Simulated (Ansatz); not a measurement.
Species: C6H4O2, SMILES `c1cc2occc2o1` (charge 0, multiplicity 1).

### Question
Give a relaxed geometry from PBE-D3(BJ)/def2-SVP in Ansatz (a quantum-chemistry and plane-wave program).

### Answer
the end point of this relaxation (outside a Z-matrix the atoms follow the SMILES, hydrogens last).
Bond lengths (Å): C1–C2 1.385, C1–O8 1.382, C1–H9 1.094, C2–C3 1.427, C2–H10 1.094, C3–O4 1.359, C3–C7 1.384, O4–C5 1.382, C5–C6 1.385, C5–H11 1.094, C6–C7 1.427, C6–H12 1.094, C7–O8 1.359. Angles (°): C2–C1–O8 112.8, C2–C1–H9 132.1, O8–C1–H9 115.2, C1–C2–C3 103.4, C1–C2–H10 126.4, C3–C2–H10 130.3, C2–C3–O4 141.5, C2–C3–C7 108.1, O4–C3–C7 110.4, C3–O4–C5 105.3, O4–C5–C6 112.8, O4–C5–H11 115.2, C6–C5–H11 132.1, C5–C6–C7 103.4, C5–C6–H12 126.4, C7–C6–H12 130.3, C3–C7–C6 108.1, C3–C7–O8 110.4, C6–C7–O8 141.5, C1–O8–C7 105.3.
